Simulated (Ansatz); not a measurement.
`B[NH][GaH][CH3]` + H–F → `B[NH][GaH][F]` + CH₄  (ligand exchange at a Ga–C bond)

Calculated with Ansatz (gas phase, PBE0-D4/def2-TZVP geometries, no zero-point term in ΔE). CCSD(T)/CBS is the MP2 limit (def2-TZVPP, def2-QZVPP) plus CCSD(T) − MP2 in def2-TZVPP, frozen cores. This one scheme is used for every species. DFT in def2-TZVPP. B3LYP here is the variant with VWN-RPA as its local correlation; programs differ in this. HSE06 is defined as in plane-wave codes. For Ga outer-core shells are correlated without core-valence functions, which leaves a few kJ/mol of doubt a bond. Scalar relativity is left out up to krypton. Each species was taken in one conformer, which may not be the lowest.

```
             level  ΔE (kJ/mol)  difference from CCSD(T)/CBS
       LDA (SPW92)       -101.0                          1.0
            PBE-D4       -107.1                         -5.1
         revPBE-D4       -105.7                         -3.7
         r2SCAN-D4       -117.3                        -15.3
            B97M-V       -122.3                        -20.3
          B3LYP-D4       -115.7                        -13.7
        r2SCAN0-D4       -113.0                        -11.0
          BHLYP-D4       -118.1                        -16.1
      CAM-B3LYP-D4       -119.0                        -17.0
           ωB97X-V       -116.2                        -14.2
           ωB97M-V       -111.5                         -9.5
            B2PLYP       -119.3                        -17.3
          PBE-QIDH       -108.6                         -6.6
            revPBE       -114.4                        -12.4
              BLYP       -125.8                        -23.8
            r2SCAN       -118.6                        -16.6
              PBE0       -109.1                         -7.1
             B3LYP       -122.5                        -20.5
           r2SCANh       -116.7                        -14.7
           r2SCAN0       -114.5                        -12.5
             HSE06       -108.9                         -6.9
             BHLYP       -124.0                        -22.0
         CAM-B3LYP       -123.1                        -21.1
           LC-ωPBE       -114.5                        -12.5
RPA@PBE/def2-TZVPP       -107.0                         -5.0
       HF/def2-SVP       -141.9                        -39.9
      MP2/def2-SVP       -130.6                        -28.6
     CCSD/def2-SVP       -132.1                        -30.1
  CCSD(T)/def2-SVP       -130.8                        -28.8
     HF/def2-TZVPP       -133.5                        -31.5
    MP2/def2-TZVPP       -106.7                         -4.7
SCS-MP2/def2-TZVPP       -114.0                        -12.0
   CCSD/def2-TZVPP       -110.1                         -8.1
CCSD(T)/def2-TZVPP       -108.0                         -6.0
     HF/def2-QZVPP       -135.3                        -33.3
    MP2/def2-QZVPP       -103.9                         -1.9
SCS-MP2/def2-QZVPP       -111.7                         -9.7
      HF/CBS(def2)       -135.6                        -33.6
     MP2/CBS(def2)       -100.7                          1.3
    CCSD/CBS(def2)       -104.1                         -2.1
       CCSD(T)/CBS       -102.0                            0
```

Largest T1 diagnostic among the species: 0.014.

The D4 term adds +6.8 kJ/mol with B3LYP and +3.8 kJ/mol with PBE0; it sums over pairs of atoms, weighted by their polarisabilities, and B3LYP, whose exchange is more repulsive, gets the larger term. At CCSD(T), def2-SVP lies −28.8 kJ/mol from the extrapolated value and def2-TZVPP −6.0 kJ/mol.

CCSD(T)/CBS has its own doubt, a few kJ/mol and more with outer-core shells, so smaller differences from it don't rank the levels.
